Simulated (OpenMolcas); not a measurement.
W3+ (d3) among equal point charges was computed by CASSCF with the d shell active (OpenMolcas, ANO-RCC-VDZP on the metal). Its lowest spin-free states, and all those of the highest spin:

```csv
2S+1,Degeneracy,E (cm-1)
4,3,0.0
2,2,5810
4,3,6961
2,3,12513
2,3,12520
4,1,15092
2,3,16190
4,3,16932
2,1,18945
2,3,19985
2,3,21630
2,2,23254
```

Problem. Is the site octahedral, tetrahedral or cube-like, axial, or of lower symmetry?

Solution. The states with 2S+1 = 4 have orbital degeneracies 3, 3, 1, 3. Threefold states need a cubic site. For d3 at this spin an octahedron puts the single A2 below the threefold T2 and a tetrahedron or cube puts the threefold T1 below the threefold T2, so the site is a tetrahedron or a cube, which this pattern cannot tell apart. The run had W3+ among 8 point charges of -1.2 e arranged as a cube (Oh), 2.17 Å from the ion.

An orbital triplet at a regular site is open to Jahn-Teller coupling, which can distort the site and quench the lowest spin-orbit gaps and is left out. Without dynamic correlation the repulsion within the d shell is too large (B by tens of per cent), so at a given field states of lower spin stand too high. This shell can be high or low spin here, a state of another spin lies low, and with metal d orbitals alone active their balance is uncertain, so the ground spin may be wrong. Point charges give a weaker field than real ligands, and real ions of this kind are as a rule low spin; the high spin found here belongs to the model. Point charges carry no covalency, so the field is a model and not that of real ligands. No measured value stands beside these numbers.
